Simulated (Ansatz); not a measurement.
Species: B$_{2}$O$_{2}$, charge 0, singlet. B2O2 (oxo(oxoboranyl)borane, SMILES O=BB=O).
B3LYP-D3(BJ)/def2-TZVP minimum from Ansatz (a first-principles code):
```xyz
4

O      0.0000     0.0000    -2.0159
B      0.0000     0.0000    -0.8179
B      0.0000     0.0000     0.8179
O      0.0000     0.0000     2.0159
```
Charge 0, spin multiplicity 1.

Quantity: atomisation energy (electronic, to ground-state atoms), in kJ/mol. Open shells are spin-unrestricted; no spin-orbit coupling. CBS(X,Y): correlation extrapolated as X^-3, Hartree-Fock from the larger set (Q,5: extrapolated as (X+1)exp(-9√X)). A bracket is a step between two methods taken in the basis named. The functionals are non-relativistic, so their misses hold any scalar relativity. Double hybrids freeze cores in their MP2 part. '+ core + X2C': CCSD(T) terms for core correlation (cc-pwCVTZ) and scalar relativity (cc-pVTZ-DK). For partners of very few electrons the exact lower level stands in for a higher one.

CCSD(T)/CBS(cc-pVQZ,cc-pV5Z) + [CCSDT(Q) - CCSD(T)]/cc-pVTZ + core + X2C (Ansatz) gives 2122.3 kJ/mol.

Task: What does PBE/def2-TZVPD (Ansatz) give here, and how do the other levels compare?

Result: PBE gives 2217.4 kJ/mol, 95.1 kJ/mol above it. Differences of the others: r2SCAN/def2-TZVPD (Ansatz) 20.9; B3LYP/def2-TZVPD (Ansatz) -10.0; PBE0/def2-TZVPD (Ansatz) -8.4; wB97M-V/def2-TZVPD (Ansatz) 4.8; B2PLYP/def2-TZVPD (Ansatz) 4.4; CCSD(T)/CBS(cc-pVQZ,cc-pV5Z) + core + X2C (Ansatz) -2.9 kJ/mol. Nearer than PBE: r2SCAN/def2-TZVPD, B3LYP/def2-TZVPD, PBE0/def2-TZVPD, wB97M-V/def2-TZVPD, B2PLYP/def2-TZVPD, CCSD(T)/CBS(cc-pVQZ,cc-pV5Z) + core + X2C.
